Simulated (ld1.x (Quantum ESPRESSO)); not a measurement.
Configuration tests for erbium (Er) (TM)

Er (Z = 68), norm-conserving Troullier–Martins (Kleinman–Bylander form), made with ld1.x (Quantum ESPRESSO) 7.5 (PBE, scalar-relativistic). Core [Kr] 4d10, reference 4f12 5s2 5p6 5d0 6s2 6p0. Waves: 5p (bound): rc 2.35 bohr; 5d (bound, empty): rc 2.90 bohr; 4f (bound): rc 1.00 bohr; 5s (bound): rc 1.55 bohr. Local part: the s channel. Core correction: none.

Occupied shells without a wave of their own: 6s. They enter only through the test configuration that unscreens the potential.

Energies are relative to the spin-unpolarised reference configuration 4f12 5s2 5p6 5d0 6s2 6p0; without spin polarisation the order of configurations can differ from experiment. The frozen-core shift is the all-electron ΔE with the core orbitals held at their reference shape minus the fully relaxed ΔE.

| valence configuration | charge | ΔE all-electron (eV) | error AE − PS (meV) | frozen-core shift (meV) |
| --- | --- | --- | --- | --- |
| 4f12 5s2 5p6 5d0 6s1 6p0 | +1 | 6.382 | -182 | +3.4 |
| 4f12 5s2 5p6 5d0 6s0 6p0 | +2 | 18.336 | -492 | +9.1 |
| 4f11 5s2 5p6 5d0 6s0 6p0 | +3 | 44.551 | -813 | +4.4 |
| 4f11 5s2 5p6 5d1 6s1 6p0 | +1 | 11.832 | -317 | +8.6 |
| 4f11 5s2 5p6 5d0 6s2 6p0 | +1 | 10.406 | +61 | -2.5 |
| 4f12 5s2 5p6 5d0 6s1 6p1 | 0 | 2.794 | -124 | +1.8 |

(1) What are ΔE and the potential's error for 4f12 5s2 5p6 5d0 6s0 6p1?

## Answers

(1) ΔE = 9.997 eV all-electron; the error (AE − PS) is -353 meV.

The 6s level has no wave, so the channel is fitted at the deeper level alone: the likely source of the large errors. A variational frozen-core shift is positive and of second order in the change. This column holds negative values, so the frozen-core run of ld1.x carries numerical noise or an error of first order here, and the column gives no more than the rough size of the effect.
